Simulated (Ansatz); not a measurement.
Consider the ligand exchange at the Si–I bond: `[SiH3]C[SiH2]I` + CH₃OH → `CO[SiH2]C[SiH3]` + HI.

Isolated molecules relaxed with PBE0-D4/def2-TZVP in Ansatz; ΔE leaves out vibrations. CCSD(T)/CBS is the MP2 limit (def2-TZVPP, def2-QZVPP) plus CCSD(T) − MP2 in def2-TZVPP, frozen cores. This one scheme is used for every species. DFT in def2-TZVPP. B3LYP here is the variant with VWN-RPA as its local correlation; programs differ in this. def2 core potentials past Kr. For I outer-core shells are correlated without core-valence functions, which leaves a few kJ/mol of doubt a bond. Each species was taken in one conformer, which may not be the lowest.

| level | ΔE (kcal/mol) | difference from CCSD(T)/CBS |
| --- | --- | --- |
| r2SCAN-D4 | -1.1 | -0.9 |
| PBE0-D4 | 1.0 | 1.2 |
| ωB97M-V | -1.7 | -1.5 |
| r2SCAN | -1.0 | -0.8 |
| PBE0 | 1.0 | 1.2 |
| B3LYP | -2.4 | -2.2 |
| MP2/def2-TZVPP | -0.5 | -0.3 |
| SCS-MP2/def2-TZVPP | -2.0 | -1.8 |
| CCSD/def2-TZVPP | -2.8 | -2.6 |
| CCSD(T)/def2-TZVPP | -2.4 | -2.2 |
| HF/def2-QZVPP | -3.6 | -3.4 |
| MP2/def2-QZVPP | 0.6 | 0.8 |
| SCS-MP2/def2-QZVPP | -0.9 | -0.7 |
| HF/CBS(def2) | -3.6 | -3.4 |
| MP2/CBS(def2) | 1.6 | 1.8 |
| CCSD/CBS(def2) | -0.6 | -0.4 |
| CCSD(T)/CBS | -0.2 | 0 |

Largest T1 diagnostic among the species: 0.011.

In def2-TZVPP, CCSD(T) changes the Hartree–Fock value by +1.0 kcal/mol (the triples alone add +0.4 kcal/mol) and MP2 by +2.8 kcal/mol.
